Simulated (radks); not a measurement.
These are the eigenvalues of the occupied orbitals of an atom or ion with whole-number occupations (eV). Calculated with a radial shooting solver on a logarithmic mesh with Libxc functionals: non-relativistic Kohn-Sham, PBEsol, spin-polarised, spherical densities, point nucleus.

1s up: -13117.26
1s down: -13117.09
2s up: -1719.015
2s down: -1718.918
2p up: -1553.812
2p down: -1553.651
3s up: -267.5523
3s down: -267.3318
3p up: -209.7590
3p down: -209.5048
3d up: -106.6143
3d down: -106.2816
4s up: -54.2814
4s down: -51.7411
4p up: -40.8651

Which element is it, and in what charge state? The configuration may be excited. Open shells, if any, are filled with parallel spins first.

Answer. Z = 35, bromine, charge +3: Br3+ in [Ar] 3d10 4s2 4p2. The list shows which subshells hold electrons but not how many an open one holds; the 1s level, -482.05 hartree, gives Z - s = 31.0 by -(Z - s)^2/2, which with screening narrows Z to a few neighbours, and the depths of the outer levels then fix element, charge and occupations together.
